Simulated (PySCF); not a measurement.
PySCF job for Si(OSiH3)(F)3 (F₃H₃OSi₂), SMILES F[Si](F)(F)O[SiH3], SMD-ωB97X/6-31G*. Geometry optimised at B3LYP-D3(BJ)/def2-SVP. One conformer was computed; it need not be the lowest.

```python
import numpy as np
from pyscf import gto, scf, dft
from pyscf.solvent import smd

mol = gto.M(
    atom='''
    F     1.47389915    0.26701029   -1.29133879
    Si    0.77264676    0.20006079    0.14426082
    F     1.70448767   -0.66865315    1.10721434
    F     0.71539261    1.68894232    0.72504600
    O    -0.69274314   -0.44697441    0.04919799
    Si   -2.29157456   -0.62629297   -0.40594432
    H    -2.36238630   -0.76284259   -1.88513050
    H    -3.05858176    0.56938311    0.03428178
    H    -2.81611281   -1.84918960    0.25253998
    ''',
    basis='6-31G*',
    charge=0,
    spin=0,
    max_memory=1600,
    verbose=3,
)
mf = dft.RKS(mol, xc='wb97x').density_fit(auxbasis='def2-universal-jkfit')
mf.grids.level = 3
mf.conv_tol = 1e-9
mf.max_cycle = 100
mf.kernel()
res = {}
for name in ['water', 'methanol', 'benzene']:
    s = mf.SMD()
    s.with_solvent.solvent, s.with_solvent.sasa_ng = name, 302
    s.kernel(mf.make_rdm1())
    res[name] = (s.e_tot, s.with_solvent.get_cds(), s.dip_moment(), s.mo_energy, s.converged)
    print(f'SMD {name}: dG(solv) = {(s.e_tot - mf.e_tot) * 627.509474:.3f} kcal/mol, of which CDS {res[name][1] * 627.509474:.3f}')
```

It prints:

```
converged SCF energy = -955.677804543272
converged SCF energy = -955.674983631821
Dipole moment(X, Y, Z, Debye): -2.57983, -0.58623, -0.53587
SMD water: dG(solv) = 1.770 kcal/mol, of which CDS 4.051
converged SCF energy = -955.680631765151
Dipole moment(X, Y, Z, Debye): -2.57299, -0.58611, -0.53342
SMD methanol: dG(solv) = -1.774 kcal/mol, of which CDS 0.446
converged SCF energy = -955.679704306714
Dipole moment(X, Y, Z, Debye): -2.43381, -0.57600, -0.49008
SMD benzene: dG(solv) = -1.192 kcal/mol, of which CDS -0.150
```

The calculation finished and met its thresholds.

Cost: about 60 core-seconds (a rough figure).
